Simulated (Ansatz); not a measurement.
`CS[SiH](F)Cl` + `O[SiH2][AlH][Cl]` → `O[SiH2][SiH](F)Cl` + `C[S][AlH][Cl]`  (redistribution)

Calculated with Ansatz (gas phase, PBE0-D4/def2-TZVP geometries, no zero-point term in ΔE). CBS: MP2 limit from def2 TZ/QZ plus the TZ coupled-cluster correction, frozen cores. Functionals use def2-TZVPP. One conformer a species, not always the lowest.

```tsv
level	ΔE (eV)
PBE0-D4	-0.36
ωB97X-V	-0.38
r2SCAN	-0.40
MP2/CBS(def2)	-0.40
```

**Question.** What does CCSD(T)/CBS give? (Estimate.)

**Answer.** The calculation gave: -0.39 eV. The listed levels differ from it by 0.03, 0.01, -0.01, -0.01 eV.

Largest T1 diagnostic among the species: 0.012.

In def2-TZVPP, CCSD(T) changes the Hartree–Fock value by +0.06 eV (the triples alone add +0.01 eV) and MP2 by +0.05 eV.
